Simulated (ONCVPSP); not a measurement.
Which change was made? (Se, ONCV)

* Element: selenium (Se)
* Generator: ONCVPSP 4.0.1
* Type: optimised norm-conserving Vanderbilt (ONCV)
* Functional: LDA (Perdew-Wang 92)
* Relativity: scalar-relativistic
* Frozen core: [Ar] 3d10
* Valence charge: 6
* Reference configuration: 4s2 4p3 (charge +1)
* Partial waves: 4s: rc 1.45 bohr, ncon 5, nbas 9, qcut 5.1 1/bohr, 2 projectors, debl 1.6 Ha; 4p: rc 1.55 bohr, ncon 3, nbas 6, qcut 4.9 1/bohr, 1 projector
* Local potential: polynomial inside 1.35 bohr (lpopt 5, dvloc0 0 Ha)
* Core correction: none

Cutoffs, loose and tight: the cutoffs (Ha) at which the residual kinetic energy of the hardest occupied pseudo-wave falls to 1 and 0.1 mHa per electron. They do not see the model core or the augmentation charge, which bear on the density cutoff. Test errors are all-electron minus pseudo excitation energies from the reference, over the configurations 4s2 4p4; 4s2 4p2; 4s2 4p1; 4s1 4p4; variants that change the core or the reference have their own tests.

The base gives: outcome: generated; cutoff, loose: 12 Ha; cutoff, tight: 78 Ha; bound ghosts: s; GHOST(+) flags above zero: none; largest test error (meV): +49.

Q: After one change the result is: outcome: generated; cutoff, loose: 12 Ha; cutoff, tight: 23 Ha; bound ghosts: none; GHOST(+) flags above zero: s; largest test error (meV): +49. Which change was it?
A. functional PBE
B. reference 4s2 4p4
C. all radii scaled by about 1.06 (s 1.54, p 1.64 bohr); local potential polynomial inside 1.42 bohr (lpopt 5, dvloc0 0 Ha)

A: C. The others give: functional PBE → outcome: generated; cutoff, loose: 12 Ha; cutoff, tight: 61 Ha; bound ghosts: s; GHOST(+) flags above zero: none; largest test error (meV): -26 | reference 4s2 4p4 → outcome: generated; cutoff, loose: 12 Ha; cutoff, tight: 77 Ha; bound ghosts: s; GHOST(+) flags above zero: none; largest test error (meV): +73.
